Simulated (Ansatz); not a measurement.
nido-B6H10 (SH for H, site c on B) (B₆H₁₀S), 17 atoms. Hardware: 4 threads of Arm Neoverse V1 on a shared host.

Correlated methods freeze 11 core orbitals.

Question: How many basis functions does each of these Ansatz runs have, and roughly what does it cost? PBE0-D4/def2-SVP, charge 0 singlet, relaxation, 6 steps; LDA (SPW92)/def2-TZVP, charge 0 singlet, energy, from earlier orbitals; PBE0-D4/def2-SVP, charge 0 singlet, energy, from earlier orbitals; r2SCAN-D4/def2-TZVP, charge 0 singlet, energy, from earlier orbitals; MP2/def2-TZVP, charge 0 singlet, energy, from earlier orbitals; CCSD(T)/def2-SVP, charge 0 singlet, energy, from earlier orbitals; PBE0-D4/def2-TZVP, charge 0 singlet, energy, from earlier orbitals; PBE-D4/def2-TZVP, charge 0 singlet, energy and forces, from earlier orbitals; PBE-D4/def2-SVP, charge 0 singlet, energy, from earlier orbitals; B2PLYP/def2-TZVP, charge 0 singlet, energy, from earlier orbitals; HSE06-D4/def2-TZVP, charge 0 singlet, energy, from earlier orbitals.

Answer: Other jobs shared the machine, so times can vary by a factor of up to 3. A dash marks memory too small to be measured apart from the calling script's.

```tsv
run	functions	fitting or Cholesky vectors	wall time	peak host memory (GiB)
PBE-D4/def2-SVP, charge 0 singlet, energy, from earlier orbitals	152	1709	2.3 s	–
LDA (SPW92)/def2-TZVP, charge 0 singlet, energy, from earlier orbitals	283	1715	2.8 s	–
PBE0-D4/def2-SVP, charge 0 singlet, energy, from earlier orbitals	152	1712	2.8 s	–
PBE-D4/def2-TZVP, charge 0 singlet, energy and forces, from earlier orbitals	283	1715	5.5 s	–
MP2/def2-TZVP, charge 0 singlet, energy, from earlier orbitals	283	1858	6.5 s	0.94
PBE0-D4/def2-TZVP, charge 0 singlet, energy, from earlier orbitals	283	1725	7 s	0.89
HSE06-D4/def2-TZVP, charge 0 singlet, energy, from earlier orbitals	283	1725	7 s	0.95
r2SCAN-D4/def2-TZVP, charge 0 singlet, energy, from earlier orbitals	283	1715	9 s	–
B2PLYP/def2-TZVP, charge 0 singlet, energy, from earlier orbitals	283	1858	12 s	1
PBE0-D4/def2-SVP, charge 0 singlet, relaxation, 6 steps	152	1694	19 s	–
CCSD(T)/def2-SVP, charge 0 singlet, energy, from earlier orbitals	152	1535	32 s	1.3
```
